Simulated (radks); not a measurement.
Results of a calculation; reference values are marked as such.
Sr, 38 electrons, occupied as [Kr] 5s2 (the NIST ground configuration).

Level of theory: scalar-relativistic Kohn-Sham, LDA (Slater exchange, Perdew-Zunger correlation), spin-polarised, spherical densities, point nucleus (a radial shooting solver on a logarithmic mesh with Libxc functionals).

Energy parts (hartree):
total: -3175.81451
kinetic: 3255.72093
electron-nucleus: -7652.19974
Hartree: 1321.85830
exchange-correlation: -101.19400

Orbitals (lengths in bohr, moments of r in powers of bohr; r(90%) holds 90 % of the orbital's charge):
orbital	occ.	eigenvalue (hartree)	r(90%)	<r^4>	<r>
1s	2	-584.7891	0.0702	0.00001107	0.03921
2s	2	-79.20050	0.267	0.002132	0.1727
2p	6	-70.43517	0.245	0.001532	0.1505
3s	2	-12.22657	0.732	0.1224	0.4931
3p	6	-9.39844	0.759	0.1410	0.4992
3d	10	-4.71237	0.809	0.1879	0.4986
4s	2	-1.50344	1.99	6.814	1.356
4p	6	-0.83988	2.36	13.47	1.569
4d	0	-0.05164	5.97	582.9	3.457
5s	2	-0.13397	6.35	691.5	4.271
5p	0	-0.04852	8.79	2577	5.840
6s	0	-0.00325	23.6	153500	14.70

The highest occupied level is 5s at -3.646 eV. For comparison, the ionisation energy in NIST's Atomic Spectra Database is 5.695 eV (measured). In exact Kohn-Sham theory the highest level is minus the ionisation energy, but local and semilocal functionals leave it too shallow, through self-interaction and a potential that decays too fast; potentials with the right tail come closer.
